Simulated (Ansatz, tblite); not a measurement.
Cost and result up the ladder for B₃NH₁₀ (relaxed from a model of B3H7(NH3), whose bonding it doesn't keep) (14 atoms). The state is a singlet with charge 0. Geometry: PBE0-D4/def2-SVP.

```tsv
atom	x (Å)	y (Å)	z (Å)
B1	-0.456	1.165	-0.526
B2	0.538	0.896	0.865
H3	-0.456	1.768	0.668
B4	0.534	-0.368	-0.453
N5	-0.425	-1.580	0.001
H6	0.527	-0.319	-1.669
H7	-0.101	1.998	-1.325
H8	-1.601	0.755	-0.631
H9	1.546	1.553	0.978
H10	0.173	0.276	1.851
H11	1.666	-0.629	-0.092
H12	-0.424	-1.656	1.020
H13	-1.385	-1.384	-0.292
H14	-0.137	-2.475	-0.395
```

Ansatz on 4 threads of Arm Neoverse V1 on a shared host; xTB runs through tblite on one thread. Times are rough, summed over both states, and most runs start from the orbitals of an earlier one. PBE0-D4/def2-TZVP serves as the yardstick here, not as an exact answer. The other state is a triplet.

The xTB rows come from tblite. HOMO above LUMO, or a gap near zero within one spin, warns that the state may not be the lowest or that an electron is smeared out.

xTB has no spin-polarisation term.

```tsv
level	functions	vertical triplet (eV)	difference from PBE0-D4/def2-TZVP (eV)	remarks
PBE0-D4/def2-TZVP (with forces)	184	6.83	0.00	–
PBE-D4/def2-TZVP	184	6.39	-0.45	gap within one spin near zero (triplet)
GFN2-xTB	26	6.39	-0.45	–
r2SCAN-D4/def2-TZVP	184	6.64	-0.19	–
GFN1-xTB	36	6.87	0.04	–
```

Q: Estimate how long each takes.

A: GFN2-xTB 0.007 s; GFN1-xTB 0.014 s; PBE-D4/def2-TZVP 5.2 s; PBE0-D4/def2-TZVP (with forces) 12 s; r2SCAN-D4/def2-TZVP 18 s. On shared hardware such times vary by a factor of up to 3.
